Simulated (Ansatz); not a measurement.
C$_{2}$H$_{5}$ClOSi (`C=C(Cl)O[SiH3]`), relaxed with RKS PBE0-D4/def2-TZVP in the Gaussian-basis code of Ansatz from a PBE-D4/def2-SVP geometry. The force threshold is 0.005 eV/Å; the program also tests the step.

The species carries charge 0 and has multiplicity 1.

Start:

```xyz
10

C    -1.039    1.377    1.328
C    -0.641    0.559    0.337
Cl   -1.637    0.331   -1.113
O     0.502   -0.143    0.348
Si    1.140   -1.168   -0.865
H    -1.987    1.921    1.260
H    -0.396    1.492    2.211
H     2.427   -1.627   -0.254
H     1.399   -0.408   -2.132
H     0.233   -2.336   -1.119
```

(1) By how much does the energy fall, and how many steps does the optimiser take? (Best estimate.)

(2) Which bonds change most? (An estimate is asked.)

(3) Give the relaxed structure. (An estimate is asked.)

Results:

(1) The calculation gave: 6.82 kJ/mol, in 10 steps.

(2) Computed: O4–Si5 from 1.711 to 1.669 Å; C2–Cl3 from 1.774 to 1.744 Å; C1–C2 from 1.345 to 1.324 Å; Si5–H9 from 1.501 to 1.482 Å.

(3) The calculation gave: 
```xyz
10

C    -1.026    1.348    1.310
C    -0.633    0.561    0.320
Cl   -1.608    0.361   -1.111
O     0.505   -0.129    0.320
Si    1.126   -1.150   -0.845
H    -1.961    1.882    1.253
H    -0.398    1.449    2.184
H     2.404   -1.595   -0.248
H     1.366   -0.423   -2.113
H     0.226   -2.305   -1.071
```
